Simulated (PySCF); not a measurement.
C4H7F3O2P (charge -1).
Atom-mapped SMILES: `[CH3:1][P@:2](=[O:3])([O-:4])[CH2:5][CH2:6][C:7]([F:8])([F:9])[F:10]` (hydrogens: H11, H12, H13 on C1; H14, H15 on C5; H16, H17 on C6)

The calculation used PySCF, PBE0-D3(BJ)/def2-SVP geometry optimisation, gas phase.

(1) What internal coordinates does the optimisation give?

## Answers

(1) 
```tsv
bond	length (Å)	order
C1–P2	1.845	single
P2=O3	1.514	double
P2–O4	1.514	single
P2–C5	1.867	single
C5–C6	1.517	single
C6–C7	1.494	single
C7–F8, C7–F9, C7–F10	1.346	single
C1–H11, C1–H12, C1–H13	1.101	single
C5–H14	1.102	single
C5–H15	1.102	single
C6–H16	1.102	single
C6–H17	1.101	single
```

Bonds in one row agree within 0.01 Å and their mean is given. Orders are formal, as drawn. A selection of angles:
```tsv
angle	degrees
C1–P2–O3	108.6
C1–P2–O4	108.6
C1–P2–C5	102.5
O3–P2–O4	122.9
O3–P2–C5	106.2
O4–P2–C5	106.2
P2–C5–C6	106.0
C5–C6–C7	115.3
C6–C7–F8	112.8
C6–C7–F10	112.1
F8–C7–F9	106.3
```

Torsions: C1–P2–C5–C6 -178° (antiperiplanar); P2–C5–C6–C7 -178° (antiperiplanar); C5–C6–C7–F8 -60° (synclinal).

The C–C distances run from 1.494 Å (C6–C7, drawn single) to 1.517 Å (C5–C6, drawn single), a spread of 0.023 Å. Of the pairs four or more bonds apart, O3···H17 is among the closest relative to their van der Waals radii: 2.69 Å, 99 % of the sum of Bondi's values. The 2 C–P bonds span 1.845 Å (C1–P2, drawn single) to 1.867 Å (P2–C5, drawn single), a spread of 0.022 Å. P2 (phosphoryl phosphorus) is distorted tetrahedral (angles from 102.5° to 122.9°). All 3 C–F bonds measure 1.345 to 1.348 Å.

Point group: near Cs, missed by 0.13 Å at most; the miss may be what the optimiser left on a soft mode. Stationary, but not proved a minimum.

Time: 2.5 min of wall time; peak memory 0.76 GiB. Hardware: one thread of an Arm Neoverse V2, no GPU, on a shared host. That covers the optimisation of the geometry.

One conformer stands for the species.
